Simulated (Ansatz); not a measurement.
Series SnH3X: binding per atom (eV) at several levels, gas phase, relaxed structures; Ansatz. Core potentials for Sn in the def2 sets, no spin–orbit coupling. Binding counts from free atoms in the multiplicity of their measured ground term, without zero-point energy. A dash marks a value that wasn't run or was left out as unsound. The structures are stationary points that may keep the symmetry of their start. Correlated methods freeze inner cores and use unrestricted references for open shells.

| species | state | geometry | PBE-D4/def2-SVP | PBE-D4/def2-TZVP | r2SCAN-D4/def2-TZVP | PBE0-D4/def2-SVP | PBE0-D4/def2-TZVP | MP2/def2-TZVP |
| --- | --- | --- | --- | --- | --- | --- | --- | --- |
| Sn(GeH3)H3 (SnGeH6) | singlet | r2SCAN-D4/def2-TZVP | 2.39 | 2.40 | 2.45 | 2.40 | 2.41 | 2.28 |
| Sn(SMe)H3 (CH6SSn) | singlet | r2SCAN-D4/def2-SVP | 3.06 | 3.07 | 3.05 | 3.03 | 3.04 | 2.90 |
| Sn(OMe)H3 (CH6OSn) | singlet | r2SCAN-D4/def2-TZVP | 3.20 | 3.21 | 3.18 | 3.15 | 3.15 | 3.06 |
| SnH3(NHMe) (CH7NSn) | singlet | B3LYP-D4/def2-SVP | 3.16 | 3.17 | 3.12 | 3.12 | 3.12 | 2.98 |
| Sn(eta1-allyl)H3 (C3H8Sn) | singlet | PBE-D4/def2-SVP | 3.68 | 3.67 | 3.62 | 3.64 | 3.62 | – |
| Sn(OEt)H3 (C2H8OSn) | singlet | B3LYP-D4/def2-SVP | 3.51 | 3.50 | 3.46 | 3.46 | 3.45 | – |
| SnH3(NHEt) (C2H9NSn) | singlet | PBE-D4/def2-SVP | 3.45 | 3.44 | 3.39 | 3.41 | 3.39 | – |
| Sn(NMeEt)H3 (C3H11NSn) | singlet | r2SCAN-D4/def2-SVP | 3.61 | 3.59 | 3.53 | 3.57 | 3.55 | 3.41 |
| SnH3(nBu) (C4H12Sn) | singlet | PBE-D4/def2-SVP | 3.73 | 3.71 | 3.67 | 3.70 | 3.68 | 3.54 |
| SnH3(NEt2) (C4H13NSn) | singlet | PBE0-D4/def2-SVP | 3.73 | 3.71 | 3.65 | 3.69 | 3.67 | 3.53 |

**Question.** Estimate the rows for Sn(vinyl)H3 (C2H6Sn) (singlet, r2SCAN-D4/def2-TZVP geometry); SnEtH3 (C2H8Sn) (singlet, PBE0-D4/def2-SVP geometry); SnPhH3 (C6H8Sn) (singlet, r2SCAN-D4/def2-SVP geometry); SnH3(OSiMe3) (C3H12OSiSn) (singlet, PBE0-D4/def2-SVP geometry).

**Answer.** 
| species | state | geometry | PBE-D4/def2-SVP | PBE-D4/def2-TZVP | r2SCAN-D4/def2-TZVP | PBE0-D4/def2-SVP | PBE0-D4/def2-TZVP | MP2/def2-TZVP |
| --- | --- | --- | --- | --- | --- | --- | --- | --- |
| Sn(vinyl)H3 (C2H6Sn) | singlet | r2SCAN-D4/def2-TZVP | 3.42 | 3.42 | 3.38 | 3.39 | 3.38 | 3.25 |
| SnEtH3 (C2H8Sn) | singlet | PBE0-D4/def2-SVP | 3.38 | 3.37 | 3.35 | 3.36 | 3.35 | 3.21 |
| SnPhH3 (C6H8Sn) | singlet | r2SCAN-D4/def2-SVP | 4.54 | 4.49 | 4.39 | 4.47 | 4.42 | 4.30 |
| SnH3(OSiMe3) (C3H12OSiSn) | singlet | PBE0-D4/def2-SVP | 3.71 | 3.71 | 3.69 | 3.67 | 3.68 | 3.57 |
